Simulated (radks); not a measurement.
Values are calculated unless marked as measured or tabulated.
These are the eigenvalues of the occupied orbitals of an atom or ion with whole-number occupations (eV). Code: a radial shooting solver on a logarithmic mesh with Libxc functionals. Model: scalar-relativistic Kohn-Sham, PBE, spin-unpolarised, spherical densities, finite nucleus; Fermi nuclear charge, rms radius of each element as measured or else 0.836 A^(1/3) + 0.57 fm.

| orbital | eigenvalue |
|---|---|
| 1s | -3528.420 |
| 2s | -359.5692 |
| 2p | -286.2837 |
| 3s | -41.4523 |
| 3p | -24.8841 |

Which element is it, and in what charge state? The configuration may be excited.

Answer. Z = 19, potassium, charge +1: K+ in [Ar]. The list shows which subshells hold electrons but not how many an open one holds; the 1s level, -129.67 hartree, gives Z - s = 16.1 by -(Z - s)^2/2, which with screening and relativity narrows Z to a few neighbours, and the depths of the outer levels then fix element, charge and occupations together.
